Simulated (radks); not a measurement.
Q: Isoelectronic series with 18 electrons, each ion in its NIST ground configuration. Method: non-relativistic Kohn-Sham, PBE, spin-unpolarised, spherical densities, point nucleus; computed with a radial shooting solver on a logarithmic mesh with Libxc functionals. Total energies (hartree) and mean radii <r> (bohr):

ion,configuration,E (hartree),3p,3s,2p
Se16+,[Ar],-2271.67090,0.5071,0.5178,0.1717
Rb19+,[Ar],-2738.27049,0.4512,0.4638,0.1557
Zr22+,[Ar],-3248.88985,0.4066,0.4200,0.1424
Tc25+,[Ar],-3803.52395,0.3701,0.3839,0.1312
Pd28+,[Ar],-4402.16936,0.3396,0.3535,0.1217
In31+,[Ar],-5044.82364,0.3138,0.3276,0.1134
Te34+,[Ar],-5731.48500,0.2917,0.3053,0.1062
Cs37+,[Ar],-6462.1521,0.2725,0.2858,0.09982
Ce40+,[Ar],-7236.8240,0.2557,0.2687,0.09419
Pm43+,[Ar],-8055.4998,0.2409,0.2535,0.08915

Estimate the row of Gd46+ ([Ar]).

A: E (hartree) -8918.1789; 3p 0.2276; 3s 0.2399; 2p 0.08463.
